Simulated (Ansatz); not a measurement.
Ansatz (an electronic-structure program) input (CCSD(T)/def2-SVPD):

Ansatz 0.2 input:
```yaml
crystal:
  periodic: [false, false, false]
  atoms:
    - {symbol: Cd, position_ang: [0.34110285, 0.02362310, 0.39285555]}
    - {symbol: Cl, position_ang: [1.14225306, 0.37527594, -1.98908894]}
    - {symbol: Cl, position_ang: [-2.10536699, -0.44197646, 0.87984973]}
basis:
  gaussian:
    orbitals: def2-SVPD
total_charge: -1
magnetization: {spin_polarized: true, initial_magnetization: 1}
correlation: {method: ccsd_t, electrons: outside_noble_gas}
```

End of the output:

```
integrals: 0.14 GiB planned
824 factors; integrals over basis functions are off by at most 3.1e-4 eV
mean field: 0.43 GiB planned
mean field evaluation 1: about -29542.6277 eV, gradient 8.4e0 eV
mean field evaluation 2: about -29542.8458 eV, gradient 8.5e0 eV
mean field evaluation 4: about -29543.7551 eV, gradient 1.6e0 eV
mean field evaluation 8: about -29543.8408 eV, gradient 3.3e-1 eV
mean field evaluation 16: about -29543.8443 eV, gradient 4.2e-5 eV
mean field evaluation 32: about -29540.8679 eV, gradient 3.1e-1 eV
mean field evaluation 64: about -29540.8711 eV, gradient 4.7e-4 eV
mean field -29543.84428006 eV, -1085.7162517552 hartree, gradient 5.1e-6 eV, S^2 0.754084; 1 other end points of the search recorded, 0 dependent functions left out
determinant -29543.84428006 eV, -1085.7162517552 hartree, with singles and doubles -29559.80556902 eV, -1086.3028183057 hartree
determinant -29540.87109237 eV, -1085.6069891231 hartree, with singles and doubles -29556.82591638 eV, -1086.1933180909 hartree
14 core orbitals not correlated
reference -29543.84428006 eV, -1085.7162517552 hartree; 14, 13 occupied and 60, 61 virtual orbitals, 824 factors
second order -15.58446174 eV of doubles, -0.00000000 eV of singles
coupled cluster: 0.44 GiB planned
cycle   1  -15.96249976 eV  change   -1.2e-3 eV  update   9.2e-4
cycle   2  -15.96274185 eV  change   -2.4e-4 eV  update   5.9e-4
cycle   3  -15.96288713 eV  change   -1.5e-4 eV  update   3.0e-4
cycle   4  -15.96284994 eV  change    3.7e-5 eV  update   9.7e-5
cycle   5  -15.96294888 eV  change   -9.9e-5 eV  update   2.6e-5
cycle   6  -15.96299195 eV  change   -4.3e-5 eV  update   1.0e-5
cycle   7  -15.96299575 eV  change   -3.8e-6 eV  update   4.8e-6
perturbative correction -0.37826291 eV, -0.0139009057 hartree
Total energy: -29560.18553872 eV, -1086.3167819346 hartree
```

The spin state was set by rule; other spins were not relaxed.
